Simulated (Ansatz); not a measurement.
Name a neutral molecule of C, N, S, Si and H with HOMO–LUMO gap (PBE/def2-TZVPP) between 3.50 and 3.80 eV and HOMO energy (PBE/def2-TZVPP) between -6.10 and -5.80 eV (Ansatz, PBE0-D4/def2-TZVP geometry).

`C=N[SiH2]S` (3.68 eV, -5.95 eV). Other molecules can fit too; these were computed, each in one conformer that needn't be the lowest.
